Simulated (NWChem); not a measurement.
System meant: InSiH$_{5}$; SMILES [SiH3][InH2]

The following NWChem deck was run.

```
start job
memory heap 200 mb stack 900 mb global 1100 mb
geometry units angstroms noautoz
  In    -0.010766     0.697095     0.002667
  H      1.498330     1.561763    -0.006579
  H     -1.491699     1.608180    -0.009261
  Si    -0.016533    -1.891786     0.012009
  H      0.488021    -2.407464    -1.302584
  H     -1.378280    -2.472666     0.233397
  H      0.890430    -2.430011     1.076463
end
basis spherical
  In library def2-svp
  H library def2-svp
  Si library def2-svp
end
dft
  xc pbe0
  iterations 150
  mulliken
end
task dft energy
```

End of the output:

```
             Grid Information
             ----------------
          Grid used for XC integration:  medium
          Radial quadrature: Mura-Knowles
          Angular quadrature: Lebedev.
          Tag              B.-S. Rad. Rad. Pts. Rad. Cut. Ang. Pts.
          ---              ---------- --------- --------- ---------
          In                  1.55      123          10.0       590
          H                   0.35       45          12.0       434
          Si                  1.10       88          11.0       590
          Grid pruning is: on
          Number of quadrature shells:   436
          Spatial weights used:  Erf1

          Convergence Information
          -----------------------
          Convergence aids based upon iterative change in
          total energy or number of iterations.
          Levelshifting, if invoked, occurs when the
          HOMO/LUMO gap drops below (HL_TOL):  1.00D-02
          DIIS, if invoked, will attempt to extrapolate
          using up to (NFOCK): 10 stored Fock matrices.

                    Damping( 0%)  Levelshifting(0.5)       DIIS
                  --------------- ------------------- ---------------
          dE  on:    start            ASAP                start
          dE off:    2 iters        150 iters           150 iters

      Screening Tolerance Information
      -------------------------------
          Density screening/tol_rho:  1.00D-10
          AO Gaussian exp screening on grid/accAOfunc:  14
          CD Gaussian exp screening on grid/accCDfunc:  20
          XC Gaussian exp screening on grid/accXCfunc:  20
          Schwarz screening/accCoul:  1.00D-08

      Superposition of Atomic Density Guess
      -------------------------------------

      charge =      49.0 In (Indium)

      symmetry species            s     p     d     f
      number of basis functions =10     7     6
      number of cont. functions = 4     4     2
      number of closed shells   = 5     3     2
      number of open shells     = 0     1     0
      open shell occupation     = 0     1     0
 ------------------------------------------------------------------------
 atomscf:atomd: error in atom scf                   0
 ------------------------------------------------------------------------
 ------------------------------------------------------------------------
  current input line :
    22: task dft energy
 ------------------------------------------------------------------------
 ------------------------------------------------------------------------
 This error has not yet been assigned to a category
 ------------------------------------------------------------------------
 For more information see the NWChem manual at https://nwchemgit.github.io

0:atomscf:atomd: error in atom scf:Received an Error in Communication
```

Q: What is wrong, and how is it mended?

A: The program stopped with an error. Cause: the def2 basis of a heavy element holds valence functions alone and wants its effective core potential (without it all electrons must fit into that basis). This input runs:
```
start job
memory heap 200 mb stack 900 mb global 1100 mb
geometry units angstroms noautoz
  In    -0.010766     0.697095     0.002667
  H      1.498330     1.561763    -0.006579
  H     -1.491699     1.608180    -0.009261
  Si    -0.016533    -1.891786     0.012009
  H      0.488021    -2.407464    -1.302584
  H     -1.378280    -2.472666     0.233397
  H      0.890430    -2.430011     1.076463
end
basis spherical
  In library def2-svp
  H library def2-svp
  Si library def2-svp
end
ecp
  In library def2-ecp
end
dft
  xc pbe0
  iterations 150
  mulliken
end
task dft energy
```
It converges to -482.36726 Ha (PBE0/def2-SVP with def2 effective core potentials on In).
